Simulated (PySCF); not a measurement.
Stationary points of IH3

These are results of PBE0/[I def2-TZVP with ECP28, H def2-TZVP], scalar-relativistic core potentials, density fitting, no spin–orbit coupling, PySCF, not measurements.

Relaxations began from a few typed shapes. The search is not exhaustive: other isomers or separated fragments can lie lower, and high-lying points may rest on an excited occupation.

```
   spin  group                          bonds                          angles  imaginary modes (cm⁻¹)  ΔE (kJ/mol)  ΔE with ZPE (kJ/mol)
singlet    C2v  I–H 1.624 Å, I–H 1.829 Å (×2)  H–I–H 81.3° (×2), H–I–H 162.6°                    none          0.0                   0.0
singlet    D3h               I–H 1.897 Å (×3)               H–I–H 120.0° (×3)              525i, 525i        162.8                     –
```

The lowest minimum found is the singlet C2v: I–H 1.624 Å, I–H 1.829 Å (×2); H–I–H 81.3° (×2), H–I–H 162.6°.

Counting electrons, iodine keeps 4 of its valence electrons outside its bonds, so the VSEPR class is AX3E2 and the expected shape is T-shaped (C2v), as computed.
